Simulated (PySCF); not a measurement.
TiI4, SMILES [I][Ti]([I])([I])[I], multiplicity 1. Geometry optimised at PBE0-D3(BJ)/def2-SVP. The spin state was assumed, not searched. The isomer is the one that the SMILES or the coordinates give; other isomers of the formula were not compared. The def2 effective core potentials stand for the cores of I; spin–orbit coupling is left out.

Computed equilibrium geometry at PBE0-D3(BJ)/def2-SVP (PySCF confirms it by a frequency run) as Cartesian coordinates in Å, and its point group:
point group Td.
```xyz
5

Ti     0.0000     0.0000     0.0000
I      1.4568     1.4568    -1.4568
I     -1.4568     1.4568     1.4568
I     -1.4568    -1.4568    -1.4568
I      1.4568    -1.4568     1.4568
```
